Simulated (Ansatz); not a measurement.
Start from `[AlH2][I]` and change one element to get `[AlH2][Cl]`.

Ansatz, PBE0-D4/def2-TZVP geometries, multiplicity 1. 

Elements past krypton have def2 core potentials.

```csv
property,`[AlH2][I]`
HOMO–LUMO gap (PBE0/def2-TZVPP) / eV,5.79
LUMO energy (ωB97M-V/def2-TZVPP) / eV,-0.25
HOMO–LUMO gap (B3LYP/def2-TZVPP) / eV,5.36
LUMO energy (PBE/def2-TZVPP) / eV,-2.62
HOMO energy (B3LYP/def2-TZVPP) / eV,-7.43
size of the dipole moment (B3LYP/def2-TZVPP) / D,0.97
```

Problem. Give the same properties after the change, and the shifts. (An estimate is asked.)

Solution. The calculation gave: 
```
                                        property  `[AlH2][Cl]`  shift
            HOMO–LUMO gap (PBE0/def2-TZVPP) / eV          6.94   1.15
           LUMO energy (ωB97M-V/def2-TZVPP) / eV          0.00   0.25
           HOMO–LUMO gap (B3LYP/def2-TZVPP) / eV          6.51   1.15
               LUMO energy (PBE/def2-TZVPP) / eV         -2.40   0.22
             HOMO energy (B3LYP/def2-TZVPP) / eV         -8.36  -0.93
size of the dipole moment (B3LYP/def2-TZVPP) / D          1.21   0.24
```

With PBE0 the HOMO falls by 0.90 eV and the LUMO rises by 0.24 eV, so the gap widens by about 1.14 eV. PBE moves the HOMO by -0.71 eV and ωB97M-V by -0.99 eV. Dipoles are sizes alone; their direction can turn.

B3LYP here is the variant with VWN-RPA as its local correlation; programs differ in this.

Spin–orbit coupling is left out; it splits and shifts lone-pair levels of the heavy atoms by tenths of an eV.
